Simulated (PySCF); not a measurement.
## A run, input to output

The script drives PySCF SCF with an in-house response code with single-precision fitted integrals, so total energies wander by about 1e-6 Eh between cycles (the fitting error itself is about 1e-3 Eh and cancels in differences); atoms count from 0. Pop asks for populations, which are stored and not printed; scf holds typed SCF options (damp: damping in the first 6 cycles, aux: fitting basis, conv: energy tolerance).

Job and coordinates (Å):

```
{"job": {"kind": "nmr", "basis": "pcSseg-1", "pop": false, "xc": "KT3", "scf": {"guess": "atom"}}, "charge": 0, "multiplicity": 1}
F     13.131624     2.680770    -1.358305
C     11.964571     2.048389    -1.489619
C     10.901636     2.351924    -0.646055
F     11.040101     3.288962     0.292608
C      9.685372     1.692070    -0.783490
F      8.671812     2.046793     0.019707
C      9.502365     0.691272    -1.746480
O      8.360280     0.022798    -1.968334
C      7.487276    -0.272859    -0.930734
C      7.954397    -0.646838     0.342864
C      7.063590    -0.992041     1.317919
C      5.674900    -1.003613     1.066307
C      4.738439    -1.356074     2.055511
C      3.397282    -1.371385     1.765074
O      2.527200    -1.669215     2.795327
C      1.235202    -1.956574     2.476320
C      0.874919    -3.152388     1.848550
F      1.833198    -4.028706     1.527248
C     -0.445026    -3.425389     1.522210
F     -0.748851    -4.570386     0.902743
C     -1.469510    -2.514340     1.808278
O     -2.735079    -2.819204     1.461102
C     -3.527069    -1.802114     0.935832
C     -2.972275    -0.865899     0.042956
C     -3.761695     0.100285    -0.506932
C     -5.133963     0.178177    -0.190669
C     -5.957141     1.182268    -0.725748
C     -7.291113     1.248014    -0.398813
O     -7.994476     2.311058    -0.884332
C     -9.344130     2.239314    -1.115277
C     -9.986966     1.088662    -1.558388
C    -11.340493     1.130497    -1.843113
C    -12.054618     2.307725    -1.700471
C    -11.407663     3.456084    -1.273977
C    -10.059044     3.425608    -0.978087
C     -7.845640     0.298869     0.485449
C     -7.063967    -0.690883     1.008611
C     -5.692205    -0.784372     0.692427
C     -4.859470    -1.775276     1.248017
C     -1.109453    -1.338285     2.478865
F     -2.055887    -0.445755     2.805123
C      0.212428    -1.063213     2.797451
F      0.517339     0.085130     3.407986
C      2.940306    -1.039652     0.475605
C      3.833502    -0.691034    -0.496324
C      5.217137    -0.657931    -0.233275
C      6.149127    -0.286226    -1.219806
C     10.583095     0.419369    -2.599373
F     10.430361    -0.507398    -3.548728
C     11.794431     1.085705    -2.481714
F     12.798332     0.797079    -3.309665
H      9.017479    -0.664211     0.535126
H      7.418414    -1.271977     2.297953
H      5.068252    -1.609792     3.050398
H     -1.921838    -0.928501    -0.203199
H     -3.343358     0.819963    -1.194651
H     -5.539694     1.924779    -1.388029
H     -9.428390     0.173836    -1.694258
H    -11.837649     0.236219    -2.188231
H    -13.109932     2.332536    -1.926248
H    -11.955718     4.381032    -1.172222
H     -9.538366     4.309163    -0.642901
H     -8.887008     0.377314     0.760689
H     -7.491601    -1.408513     1.693526
H     -5.267394    -2.510321     1.923915
H      1.880463    -1.049637     0.262959
H      3.483151    -0.430873    -1.483703
H      5.809877    -0.016425    -2.207513
```

Command:

```bash
OMP_NUM_THREADS=4 python large_run.py task.json out
```

Q: What does the program print?

A: 
```
final grid: 594992 points
cycle   1  E = -2694.1627888581  dE =  1.565e+01  |g| = 2.718e+00  |ddm| = 1.066e+01
cycle   2  E = -2692.9974977260  dE =  1.165e+00  |g| = 3.352e+00  |ddm| = 7.829e+00
cycle   3  E = -2695.7064867180  dE = -2.709e+00  |g| = 1.042e+00  |ddm| = 6.064e+00
cycle   4  E = -2695.9658874142  dE = -2.594e-01  |g| = 3.885e-01  |ddm| = 1.643e+00
cycle   5  E = -2695.9988667310  dE = -3.298e-02  |g| = 1.661e-01  |ddm| = 6.372e-01
cycle   6  E = -2696.0044274386  dE = -5.561e-03  |g| = 8.413e-02  |ddm| = 2.672e-01
cycle   7  E = -2696.0061615805  dE = -1.734e-03  |g| = 2.363e-02  |ddm| = 1.156e-01
cycle   8  E = -2696.0062863038  dE = -1.247e-04  |g| = 1.171e-02  |ddm| = 3.991e-02
cycle   9  E = -2696.0063182162  dE = -3.191e-05  |g| = 3.032e-03  |ddm| = 1.629e-02
cycle  10  E = -2696.0063201961  dE = -1.980e-06  |g| = 1.402e-03  |ddm| = 4.741e-03
cycle  11  E = -2696.0063203247  dE = -1.287e-07  |g| = 5.789e-04  |ddm| = 2.223e-03
cycle  12  E = -2696.0063193138  dE =  1.011e-06  |g| = 1.935e-04  |ddm| = 8.931e-04
cycle  13  E = -2696.0063196623  dE = -3.485e-07  |g| = 1.204e-04  |ddm| = 3.709e-04
cycle  14  E = -2696.0063205385  dE = -8.762e-07  |g| = 6.773e-05  |ddm| = 2.324e-04
converged SCF energy = -2696.0063205385

GIAO shielding tensors (ppm)
atom      isotropic    diamagn.    paramagn.     s11        s22        s33       span
  0 F      335.664     461.266    -125.602    272.473    285.507    449.013    176.540
  1 C       46.577     285.347    -238.770     20.024     24.100     95.606     75.582
  2 C       45.480     254.869    -209.388     18.280     21.859     96.303     78.023
  3 F      334.350     471.408    -137.058    270.330    287.036    445.685    175.356
  4 C       44.428     225.951    -181.523     19.044     21.924     92.316     73.272
  5 F      311.340     483.043    -171.702    223.289    272.810    437.922    214.632
  6 C       56.750     238.505    -181.755     25.130     29.961    115.160     90.030
  7 O      176.840     424.890    -248.050    101.554    187.122    241.845    140.291
  8 C       36.057     284.544    -248.487    -35.518     42.800    100.889    136.408
  9 C       73.611     259.837    -186.226     -9.827     59.580    171.080    180.907
 10 C       62.825     242.715    -179.891    -25.318     57.885    155.907    181.225
 11 C       61.148     255.845    -194.697     -2.919      2.644    183.719    186.638
 12 C       76.804     253.047    -176.243      7.660     69.289    153.462    145.803
 13 C       32.052     258.329    -226.277    -36.606     31.343    101.419    138.025
 14 O      187.705     402.221    -214.516     98.550    182.148    282.418    183.867
 15 C       58.206     283.329    -225.122     24.267     37.734    112.617     88.350
 16 C       41.104     260.551    -219.447      7.909     21.679     93.724     85.815
 17 F      316.773     479.245    -162.472    252.658    262.690    434.971    182.314
 18 C       42.078     264.634    -222.556      9.439     21.786     95.008     85.568
 19 F      325.260     475.911    -150.651    264.714    272.346    438.720    174.006
 20 C       53.341     278.045    -224.704     21.576     25.362    113.087     91.511
 21 O      178.222     398.292    -220.070     98.807    183.611    252.249    153.442
 22 C       33.825     261.260    -227.435    -36.726     38.637     99.563    136.289
 23 C       73.999     264.069    -190.070     -9.085     62.027    169.056    178.141
 24 C       62.252     267.554    -205.301    -26.465     58.578    154.644    181.109
 25 C       60.474     263.478    -203.004     -5.160      2.527    184.054    189.214
 26 C       73.723     252.840    -179.117      1.520     69.142    150.507    148.987
 27 C       35.789     280.445    -244.656    -36.234     36.123    107.478    143.711
 28 O      145.090     415.031    -269.941     71.363    140.462    223.446    152.083
 29 C       33.466     224.542    -191.076    -43.195     35.399    108.194    151.389
 30 C       75.030     247.301    -172.271     -6.403     57.635    173.859    180.261
 31 C       62.426     241.341    -178.915    -36.137     52.940    170.474    206.611
 32 C       67.536     244.077    -176.541    -28.504     56.931    174.181    202.685
 33 C       60.792     243.681    -182.889    -38.763     50.983    170.156    208.919
 34 C       70.334     246.389    -176.055    -12.157     61.026    162.134    174.291
 35 C       73.554     262.204    -188.650     -8.477     54.554    174.585    183.062
 36 C       62.903     244.105    -181.202    -25.714     58.592    155.831    181.545
 37 C       62.211     256.122    -193.910     -1.089      4.129    183.595    184.684
 38 C       75.012     253.544    -178.532      4.381     67.369    153.286    148.906
 39 C       43.114     258.248    -215.134     15.562     21.759     92.021     76.458
 40 F      311.999     483.140    -171.140    231.259    267.729    437.009    205.750
 41 C       40.427     259.147    -218.721      2.039     23.826     95.415     93.376
 42 F      320.771     481.380    -160.608    260.760    267.527    434.027    173.267
 43 C       76.665     267.986    -191.321     -5.344     64.012    171.328    176.672
 44 C       62.055     267.553    -205.498    -27.623     58.797    154.990    182.612
 45 C       62.402     263.684    -201.282     -0.896      4.354    183.749    184.644
 46 C       74.945     255.507    -180.562      4.036     68.734    152.065    148.029
 47 C       43.180     238.166    -194.986     13.160     21.990     94.391     81.231
 48 F      325.667     475.392    -149.725    262.724    272.540    441.737    179.013
 49 C       45.137     280.101    -234.964     18.571     21.345     95.495     76.924
 50 F      333.778     462.193    -128.414    270.031    283.336    447.968    177.937
 51 H       24.636      29.737      -5.101     20.009     23.445     30.453     10.444
 52 H       24.044      31.440      -7.396     18.738     24.490     28.904     10.166
 53 H       24.124      36.278     -12.153     18.796     24.026     29.551     10.755
 54 H       24.715      45.928     -21.213     19.510     23.765     30.871     11.361
 55 H       24.063      45.262     -21.198     18.707     24.256     29.227     10.521
 56 H       24.245      41.219     -16.975     18.909     24.065     29.759     10.850
 57 H       24.505      35.295     -10.790     19.514     22.806     31.195     11.681
 58 H       24.450      22.259       2.190     20.896     24.706     27.747      6.851
 59 H       24.663      14.152      10.511     21.507     25.932     26.549      5.042
 60 H       24.277      18.723       5.554     20.979     25.012     26.839      5.861
 61 H       24.521      35.147     -10.626     20.659     24.148     28.756      8.098
 62 H       24.176      32.717      -8.541     18.452     23.109     30.968     12.516
 63 H       24.036      32.101      -8.065     18.824     24.462     28.822      9.998
 64 H       24.105      36.818     -12.713     18.937     24.003     29.375     10.438
 65 H       25.097      47.721     -22.624     18.911     23.728     32.652     13.741
 66 H       24.097      45.735     -21.638     18.384     24.194     29.714     11.330
 67 H       24.186      42.361     -18.175     18.649     24.014     29.894     11.244
```

Q: Roughly how long does this take on 4 threads of Arm Neoverse N1 (shared host), and how large is the basis?

A: About 110 s of wall time, peak memory 2.1 GiB; 952 basis functions and 2686 fitting functions.
